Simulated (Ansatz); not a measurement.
`O=CB(F)F` + H₂S → `FB(F)S` + `C=O` at 600 K and 1 bar (ligand exchange at a B–C bond).

Isolated molecules relaxed with PBE0-D4/def2-TZVP in Ansatz; ΔE leaves out vibrations. CCSD(T)/CBS adds triple-zeta CCSD(T) − MP2 to the extrapolated MP2 energy (def2 sets, frozen cores). This one scheme is used for every species. One conformer a species, not always the lowest.

```tsv
species	CCSD(T)/CBS energy (Eh)	H − E (kJ/mol)	S (J/(mol·K))
`O=CB(F)F`	-338.29791	115.5	365.9
H₂S	-398.97279	60.8	230.9
`FB(F)S`	-622.90532	88.0	340.4
`C=O`	-114.39408	92.5	246.7
```

H − E and S are ideal-gas, rigid-rotor, harmonic terms from PBE0-D4/def2-TZVP, for one conformer and one mirror image of each species. 1 Eh = 2625.50 kJ/mol, R = 8.31446 J/(mol·K).

Task: By hand: ΔE, ΔH, ΔS and ΔG.

Result: ΔE = (-622.90532) + (-114.39408) − (-338.29791) − (-398.97279) = -0.02870 Eh = -75.4 kJ/mol. Δ(H − E) = 88.0 + 92.5 − 115.5 − 60.8 = 4.2, so ΔH = -71.2 kJ/mol. ΔS = 340.4 + 246.7 − 365.9 − 230.9 = -9.7 J/(mol·K). ΔG = -71.2 − 600 × (-9.7)/1000 = -65.4 kJ/mol.

Task: By hand: the equilibrium constant, and the temperature at which ΔG would vanish if ΔH and ΔS stayed fixed.

Result: log₁₀ K = −ΔG/(RT ln 10) = 5.7. ΔG = 0 at ΔH/ΔS = 7340 K, far beyond where these terms or the molecules hold.

The number of gas molecules stays the same, so ΔS is small and ΔH decides. A doubt of 5 kJ/mol in ΔE shifts log₁₀ K by 0.4 here. Other conformers and mirror images would add mixing entropy, several J/(mol·K) or more a flexible species. These are equilibria of isolated gas molecules and say nothing of rates. Largest T1 diagnostic: 0.015 (customary marks: 0.02 for closed shells, 0.045 for open ones).
